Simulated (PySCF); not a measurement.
Species: C5H9ClSi2.
SMILES: `ClC[SiH]1C=C[SiH2]C=C1`

Torsions of this conformer, `[Cl:1][CH2:2][SiH:3]1[CH:4]=[CH:5][SiH2:6][CH:7]=[CH:8]1`: Cl1–C2–Si3–C4 60°.

The closed-shell ground state was solved at several levels (PySCF, density fitting, gas phase, non-relativistic). One conformer (not necessarily the lowest) at the PBE0-D3(BJ)/def2-SVP geometry, without solvent, vibrations or thermal averaging.

```csv
level,basis functions,total energy (Eh),HOMO (eV),LUMO (eV),gap (eV),dipole (D)
PBE0/pcSseg-1,202,-1234.4061,-7.77,-1.19,6.58,1.66
CAM-B3LYP/def2-SVPD,247,-1234.5574,-9.06,-0.04,9.02,1.65
```

Task: Estimate the row for B97-2/pcSseg-1, a basis of 202 functions; the other rows only guide the guess.

Result: Total energy -1235.0297 Eh, HOMO -7.53 eV, LUMO -1.22 eV, gap 6.31 eV, dipole 1.66 D.

Task: Over all these levels, which gives the widest orbital gap and which the narrowest?

Result: CAM-B3LYP/def2-SVPD (range-separated hybrid) has the widest, 9.02 eV, and B97-2/pcSseg-1 (global hybrid, 21 % exact exchange) the narrowest, 6.31 eV. Functional and basis both differ between the two, so the spread mixes both effects.

Task: How far do the dipole and the HOMO energy spread over the levels?

Result: The dipole runs from 1.65 to 1.66 D (mean 1.65 D) and the HOMO from -9.06 to -7.53 eV.
